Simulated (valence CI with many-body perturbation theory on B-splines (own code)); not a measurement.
## Bi⁷⁷⁺ in three bases

Computed by relativistic CI+MBPT: four valence electrons over a frozen Dirac-Fock core [He], radial functions for each j: 9 s, 9 p, 8 d, 6 f, 3 g, 1 h, with the one-electron correlation potential Σ1 (screened to all orders), the two-electron term Σ2, the three-electron term Σ3, Breit, model QED; selected single and double excitations, second order for the rest, scaled by the run's own slope (own B-spline code, finite nucleus).

The last digits are not significant, and no measured levels were compared; by estimate large intervals hold to a few tenths of a per cent, small ones and those within an open d or f shell to about a per cent.

The reference run has the lowest level (2s^2 2p1/2^2) J=0 and an ionisation energy of 24154.6 eV. Its largest variational space holds 20000 state functions.

Levels are named by their leading jj configuration (3d3/2^4 stands for four electrons in 3d with j = 3/2), which in mixed levels can hold well under half, so a name can repeat and another be missing. Letters in brackets count levels of one name in rising energy.

Changed runs:
A. basis 6 s, 6 p, 5 d, 3 f, 1 g
B. basis 5 s, 5 p, 4 d, 2 f

Excitation energies of the reference run in Ry, and shifts in cm⁻¹:

| Level | Reference | A | B |
| --- | --- | --- | --- |
| (2s^2 2p1/2 2p3/2) J=1 | 177.94 | +241 | -22 |
| (2s^2 2p1/2 2p3/2) J=2 | 179.26 | +430 | +413 |
| (2s 2p1/2^2 2p3/2) J=2 | 204.96 | +116 | -379 |
| (2s 2p1/2^2 2p3/2) J=1 | 212.52 | +168 | -5.4 |
| (2s^2 2p3/2^2) J=2 | 359.69 | +482 | +197 |
| (2s^2 2p3/2^2) J=0 | 365.17 | +370 | +292 |
| (2s 2p1/2 2p3/2^2) J=2 [a] | 380.53 | +164 | -674 |
| (2s 2p1/2 2p3/2^2) J=3 | 383.94 | +578 | +137 |
| (2s 2p1/2 2p3/2^2) J=0 | 389.73 | +91 | -336 |
| (2s 2p1/2 2p3/2^2) J=1 [a] | 391.67 | +407 | +21 |
| (2s 2p1/2 2p3/2^2) J=2 [b] | 392.21 | +549 | +415 |
| (2s 2p1/2 2p3/2^2) J=1 [b] | 392.63 | +371 | +88 |
| Ionisation energy (eV) | 24154.6 | +0.047 | -0.047 |
